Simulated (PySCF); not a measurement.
Vertical excitations of a molecule C₄H₁₀OSi from TDA-PBE/def2-SVPD (PySCF), as energy in eV (oscillator strength): 5.94 (0.003), 6.26 (0.024), 6.67 (0.001), 6.74 (0.016), 7.03 (0.023), 7.25 (0.003). Lowest triplet (TDA): 5.78 eV. Coordinates come from a B3LYP-D3(BJ)/def2-SVP optimisation. One conformer was computed; it need not be the lowest.

Identify the compound among the candidates.
A. [SiH3]OC1CCC1
B. CC1([SiH2]O)CC1
C. C/C=C(\[SiH3])OC
D. C/C=C/[SiH2]OC

B, CC1([SiH2]O)CC1
